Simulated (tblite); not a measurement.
Compound: C5H13FO2Si.
Numbering: `[CH3:1][CH2:2][C@H:3]([F:4])[SiH:5]([O:6][CH3:7])[O:8][CH3:9]` (hydrogens: H10, H11, H12 on C1; H13, H14 on C2; H15 on C3; H16 on Si5; H17, H18, H19 on C7; H20, H21, H22 on C9)

Computed geometry: GFN2-xTB, gas phase.

Problem. What internal coordinates does the optimisation give?

Solution. 
```
                  bond  length (bohr)
                 C1–C2          2.874
                 C2–C3          2.879
                 C3–F4          2.651
                C3–Si5          3.623
                Si5–O6          3.064
                 O6–C7          2.651
                Si5–O8          3.050
                 O8–C9          2.648
C1–H10, C1–H11, C1–H12          2.054
                C2–H13          2.063
                C2–H14          2.067
                C3–H15          2.073
               Si5–H16          2.772
C7–H17, C7–H18, C7–H19          2.061
C9–H20, C9–H21, C9–H22          2.061
```

Bonds in one row agree within 0.02 bohr and their mean is given. A selection of angles:
```
     angle  degrees
 C2–C1–H10    110.4
H10–C1–H11    108.2
H11–C1–H12    109.0
  C1–C2–C3    111.4
 C1–C2–H13    110.1
 C1–C2–H14    109.8
 C3–C2–H13    109.1
 C3–C2–H14    108.6
H13–C2–H14    107.7
  C2–C3–F4    107.7
 C2–C3–Si5    116.6
 C2–C3–H15    109.3
 F4–C3–Si5    106.5
 F4–C3–H15    104.3
Si5–C3–H15    111.7
 C3–Si5–O6    112.1
 C3–Si5–O8    104.8
C3–Si5–H16    109.7
 O6–Si5–O8    106.7
O6–Si5–H16    110.3
O8–Si5–H16    113.2
 Si5–O6–C7    129.9
 O6–C7–H17    110.1
 O6–C7–H18    111.1
 O6–C7–H19    107.7
H17–C7–H18    108.9
 Si5–O8–C9    127.8
 O8–C9–H20    107.8
 O8–C9–H21    110.9
 O8–C9–H22    110.1
H20–C9–H21    109.6
```

Torsions: C1–C2–C3–F4 -170° (antiperiplanar); C2–C3–Si5–O6 173° (antiperiplanar); C3–Si5–O6–C7 -60° (synclinal); C3–Si5–O8–C9 -173° (antiperiplanar).

Of the pairs four or more bonds apart, O8···H11 is among the closest relative to their van der Waals radii: 2.47 Å, 91 % of the sum of Bondi's values. Si5 (oxygen-bound silicon) is distorted tetrahedral (angles from 104.8° to 113.2°). O6 (silyl ether oxygen) is bent (angle 129.9°). O8 (silyl ether oxygen) is bent (angle 127.8°).

Point group: C1 (no symmetry element, even within 0.4 Å). Its GFN2-xTB frequencies are all real (lowest 23 cm⁻¹). One conformer, not necessarily the lowest. 3 starts were optimised and ended at 0.00, 0.39 and 3.59 kcal/mol (GFN2-xTB); the lowest of these is shown.
